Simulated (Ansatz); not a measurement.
`[AlH2][SiH2][GeH3]` + `[NH2][GeH2][F]` → `[F][GeH2][NH][GeH3]` + `[AlH2][SiH3]`  (cleavage of the Ge–Si bond)

Calculated with Ansatz (gas phase, PBE0-D4/def2-TZVP geometries, no zero-point term in ΔE). CBS: MP2 limit from def2 TZ/QZ plus the TZ coupled-cluster correction, frozen cores. This one scheme is used for every species. Functionals use def2-TZVPP. For Ge outer-core shells are correlated without core-valence functions, which leaves a few kJ/mol of doubt a bond. Scalar relativity is left out up to krypton. Each species was taken in one conformer, which may not be the lowest.

Task: Is it downhill or uphill in electronic energy at CCSD(T)/CBS, and by how much? (Best estimate.)

Result: The calculation gave: Uphill: ΔE = +0.20 eV.

Task: What do these levels give: LDA (SPW92), PBE-QIDH, r2SCANh, HF/def2-SVP, CCSD/def2-TZVPP, HF/def2-QZVPP? (An estimate is asked.)

Result: Ansatz gave: LDA (SPW92) 0.36, PBE-QIDH 0.23, r2SCANh 0.29, HF/def2-SVP 0.01, CCSD/def2-TZVPP 0.14, HF/def2-QZVPP 0.02 eV.

Largest T1 diagnostic among the species: 0.012.

Leaving LDA and LC-ωPBE aside and taking each functional with its dispersion term where it has one, the values, not all of them listed here, spread over 0.20 eV, from BHLYP-D4 to PBE-D4. In def2-TZVPP, CCSD(T) changes the Hartree–Fock value by +0.13 eV (the triples alone add +0.01 eV) and MP2 by +0.10 eV.
